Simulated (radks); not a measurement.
The numbers below are computed, except where a source is named.
Orbital eigenvalues (eV) of neutral lead, [Hg] 6p2, of relativity; Dirac values are averaged over j with weights 2j + 1. Spin-unpolarised spherical Kohn-Sham, PBEsol, point nucleus unless stated (finite: rms radius 5.5012 fm), a radial shooting solver on a logarithmic mesh with Libxc functionals. A level marked "c x" has the speed of light scaled by that factor and shares open shells by 2j + 1; other Dirac levels either fill j = l - 1/2 first or share by 2j + 1.

shell  non-rel.
3s      -3171.6
3p      -2937.5
3d      -2500.2
4s      -701.40
4p      -598.68
4d      -408.95
4f      -151.87
5s      -114.39
5p      -79.949
5d      -24.443
6s      -9.5165
6p      -3.7050

Give the values at the level "Dirac, c x 2".

Answer. 
shell  Dirac, c x 2  change of magnitude (%)
3s          -3297.8                    +3.98
3p          -2987.7                    +1.71
3d          -2495.9                    -0.17
4s          -732.98                    +4.50
4p          -610.28                    +1.94
4d          -407.19                    -0.43
4f          -147.17                    -3.10
5s          -120.36                    +5.21
5p          -81.452                    +1.88
5d          -23.647                    -3.25
6s          -9.9937                    +5.01
6p          -3.6694                    -0.96
